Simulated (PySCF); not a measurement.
## Continuum solvent and chemical shifts

Bonds (- single, = double, # triple, : aromatic): C1-C2, C2-C3, C3-C4, C4-C5, C5-C6, C6-Cl7, C5-C8, C8-C2. C1 carries H9, H10, H11; C3 carries H12, H13; C4 carries H14, H15; C5 carries H16; C6 carries H17, H18; C8 carries H19, H20. Formal charges: C2 +1. Stereochemistry as in C[C+]1CC[C@@H](CCl)C1.

Total charge +1. H12, H15, H19 are cis to C6 on the ring; H17 is pro-R; H18 is pro-S; H13, H14, H20 are trans to C6 on the ring.

GIAO PBE0/pcSseg-1 in PySCF on one PBE0-D3(BJ)/def2-SVP conformer, non-relativistic, equivalent nuclei averaged. Solvents enter as an IEF-PCM continuum (tetrahydrofuran with ε = 7.4, dimethylsulfoxide with ε = 46.8) around the gas-phase geometry. Shifts are referred to TMS computed in the same medium.

In tetrahydrofuran, δ in ppm: C2 338.1, C8 71.0, C3 65.5, C6 52.4, C5 48.7, C1 40.3, C4 30.5, H19 4.52, H12 4.32, H20 4.29, H17 4.08, H18 4.06, H9/H10/H11 3.82, H13 3.48. Dipole moment 8.08 D.

(1) How does each δ change in the more polar medium?

(2) Which nuclei move most (in ppm), and what does the model miss?

## Answers

(1) 
```json
{"atoms": "C2", "environment": "carbocation centre", "Δδ, dimethylsulfoxide": "+0.1"}
{"atoms": "C8", "environment": "sp3 CH2 in a ring", "Δδ, dimethylsulfoxide": "-0.3"}
{"atoms": "C3", "environment": "sp3 CH2 in a ring", "Δδ, dimethylsulfoxide": "0.0"}
{"atoms": "C6", "environment": "sp3 CH2 bonded to Cl", "Δδ, dimethylsulfoxide": "+0.7"}
{"atoms": "C5", "environment": "sp3 CH in a ring", "Δδ, dimethylsulfoxide": "-0.1"}
{"atoms": "C1", "environment": "methyl carbon", "Δδ, dimethylsulfoxide": "+0.1"}
{"atoms": "C4", "environment": "sp3 CH2 in a ring", "Δδ, dimethylsulfoxide": "+0.2"}
{"atoms": "H19", "environment": "hydrogen on an sp3 CH2 in a ring", "Δδ, dimethylsulfoxide": "-0.02"}
{"atoms": "H12", "environment": "hydrogen on an sp3 CH2 in a ring", "Δδ, dimethylsulfoxide": "+0.01"}
{"atoms": "H20", "environment": "hydrogen on an sp3 CH2 in a ring", "Δδ, dimethylsulfoxide": "+0.02"}
{"atoms": "H17", "environment": "hydrogen on an sp3 CH2 bonded to Cl", "Δδ, dimethylsulfoxide": "-0.01"}
{"atoms": "H18", "environment": "hydrogen on an sp3 CH2 bonded to Cl", "Δδ, dimethylsulfoxide": "+0.02"}
{"atoms": "H9/H10/H11", "environment": "hydrogen on a methyl carbon", "Δδ, dimethylsulfoxide": "0.00"}
{"atoms": "H13", "environment": "hydrogen on an sp3 CH2 in a ring", "Δδ, dimethylsulfoxide": "+0.06"}
```

Changes are relative to tetrahydrofuran. The dipole moment becomes 8.33 D in dimethylsulfoxide.

(2) C6 (sp3 CH2 bonded to Cl, +0.7 ppm) in dimethylsulfoxide. A continuum only polarises the solute; specific hydrogen bonds, the anisotropy of aromatic solvents and changes of geometry or conformer are outside it, as are counter-ions.
